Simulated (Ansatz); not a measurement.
Geometry optimisation, RHF/def2-SVP in Ansatz.

Input:

```yaml
crystal:
  periodic: [false, false, false]
  atoms:
    - { symbol: B, position_ang: [0.000462, -0.166131, 0.237179] }
    - { symbol: "N", position_ang: [0.005788, -0.223941, 1.707344] }
    - { symbol: H, position_ang: [-0.769223, -0.635766, 2.187813] }
    - { symbol: H, position_ang: [0.876733, -0.295585, 2.194621] }
    - { symbol: Cl, position_ang: [1.518135, 0.083366, -0.626989] }
    - { symbol: Cl, position_ang: [-1.486534, -0.528218, -0.640585] }
    - { symbol: F, position_ang: [-0.505452, 2.304137, 0.517969] }
    - { symbol: H, position_ang: [-0.443509, 1.957238, 1.356348] }
basis:
  gaussian: { orbitals: def2-SVP }
hamiltonian:
  xc: hf
relax:
  f_tol: 0.03
  max_steps: 50
```

Launched with:

```bash
$ ansatz run input.yaml --threads 1 --pin off --max-ram 2048MiB --backend cpu --events-out ev --progress --plain --runs-dir out
```

Q: Where does it end, and by what steps?

A: It converged. After 13 steps the energy has fallen by 0.238 eV; F7 moved furthest, 0.69 Å.

```
step  energy less start (eV)  largest force component (eV/Å)  accepted
   0                  0.0000                           2.408       yes
   1                 -0.1108                           1.403       yes
   2                 -0.1086                           2.283        no
   3                 -0.1566                           1.019       yes
   4                 -0.2040                           0.629       yes
   5                 -0.2228                           0.492       yes
   6                 -0.2347                           0.148       yes
   7                 -0.2358                           0.196       yes
   8                 -0.1751                           2.445        no
   9                 -0.2365                           0.165       yes
  10                 -0.2345                           0.543        no
  11                 -0.2375                           0.106       yes
  12                 -0.2376                           0.079       yes
  13                 -0.2377                           0.008       yes
```

```xyz
8
Properties=species:S:1:pos:R:3
B 0.047 -0.393 0.172
N -0.009 -0.148 1.550
H -0.818 -0.404 2.082
H 0.830 -0.066 2.090
Cl 1.580 -0.227 -0.688
Cl -1.420 -0.841 -0.701
F -0.593 2.710 1.074
H -0.421 1.866 1.355
```

Run time: 24 s on 1 thread of Arm Neoverse V2, with other jobs on the host, peak memory 0.18 GiB.
